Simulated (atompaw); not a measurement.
## u(r) = r·R(r): atom against pseudo-atom (Mo)

Columns: radius, all-electron u(r) and pseudo u(r) of the 5p shell (level -1.16 eV) of molybdenum in the configuration [Ar] 3d10 4s2 4p6 4d5 5s1 5p0; LDA (PW92), scalar-relativistic, PAW (atompaw) scheme, atompaw 4.2.0.5.

```json
{"r (bohr)": "0.104", "all-electron": "-0.0599", "pseudo": "-0.0025"}
{"r (bohr)": "0.208", "all-electron": "0.0565", "pseudo": "-0.0098"}
{"r (bohr)": "0.312", "all-electron": "0.1080", "pseudo": "-0.0211"}
{"r (bohr)": "0.415", "all-electron": "0.0707", "pseudo": "-0.0353"}
{"r (bohr)": "0.519", "all-electron": "-0.0054", "pseudo": "-0.0510"}
{"r (bohr)": "0.623", "all-electron": "-0.0814", "pseudo": "-0.0665"}
{"r (bohr)": "0.727", "all-electron": "-0.1387", "pseudo": "-0.0802"}
{"r (bohr)": "0.831", "all-electron": "-0.1717", "pseudo": "-0.0903"}
{"r (bohr)": "0.935", "all-electron": "-0.1818", "pseudo": "-0.0954"}
{"r (bohr)": "1.038", "all-electron": "-0.1733", "pseudo": "-0.0946"}
{"r (bohr)": "1.142", "all-electron": "-0.1505", "pseudo": "-0.0869"}
{"r (bohr)": "1.246", "all-electron": "-0.1180", "pseudo": "-0.0723"}
{"r (bohr)": "1.350", "all-electron": "-0.0792", "pseudo": "-0.0509"}
{"r (bohr)": "1.454", "all-electron": "-0.0371", "pseudo": "-0.0234"}
{"r (bohr)": "1.558", "all-electron": "0.0064", "pseudo": "0.0092"}
{"r (bohr)": "1.662", "all-electron": "0.0498", "pseudo": "0.0456"}
{"r (bohr)": "1.765", "all-electron": "0.0916", "pseudo": "0.0840"}
{"r (bohr)": "1.869", "all-electron": "0.1319", "pseudo": "0.1235"}
{"r (bohr)": "1.973", "all-electron": "0.1701", "pseudo": "0.1627"}
{"r (bohr)": "2.077", "all-electron": "0.2056", "pseudo": "0.2001"}
{"r (bohr)": "2.181", "all-electron": "0.2386", "pseudo": "0.2351"}
{"r (bohr)": "2.285", "all-electron": "0.2689", "pseudo": "0.2671"}
{"r (bohr)": "2.388", "all-electron": "0.2963", "pseudo": "0.2956"}
{"r (bohr)": "2.492", "all-electron": "0.3214", "pseudo": "0.3212"}
{"r (bohr)": "2.596", "all-electron": "0.3441", "pseudo": "0.3441"}
{"r (bohr)": "2.700", "all-electron": "0.3644", "pseudo": "0.3644"}
```

How many radial nodes do the two functions have?

The all-electron 5p function has n − l − 1 = 3; the pseudo-wave has 1, since 1 lower shell of the same l stays in the valence.

Is the pseudo-wave norm-conserving?

No, it belongs to a PAW set: the norm inside the radius is not constrained, and the difference is carried by the augmentation charge.
